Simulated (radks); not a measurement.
Values are calculated unless marked as measured or tabulated.
Question: Species: the cadmium ion Cd9+. Configuration: [Kr] 4d3. Level of theory: scalar-relativistic Kohn-Sham, exchange-only LDA, spin-polarised, spherical densities, point nucleus; open shells are filled with parallel spins first (spin-orbit coupling, left out, can overturn this in heavy ions) (a radial shooting solver on a logarithmic mesh with Libxc functionals). Some entries of the table are withheld. Estimate them.

orbital  occ.  eigenvalue (eV)  r(max) (bohr)
1s up       1        -26664.64        0.01970
1s down     1        -26664.62        0.01970
2s up       1        -4107.901         0.1114
2s down     1        -4106.922         0.1113
2p up       3        -3705.949        0.08901
2p down     3        -3705.175        0.08900
3s up       1        -902.4255         0.3239
3s down     1        -901.7151         0.3240
3p up       3        -770.6547         0.3169
3p down     3        -769.8843         0.3169
3d up       5        -564.4320         0.2647
3d down     5        -563.4295         0.2648
4s up       1        -265.0421            (1)
4s down     1        -261.0586            (2)
4p up       3        -223.6502         0.8193
4p down     3        -219.5981         0.8174
4d up       3        -161.1526         0.8916
4d down     0        -157.0944         0.8897

Answer: 
(1) 4s up r(max) (bohr): 0.7800
(2) 4s down r(max) (bohr): 0.7782
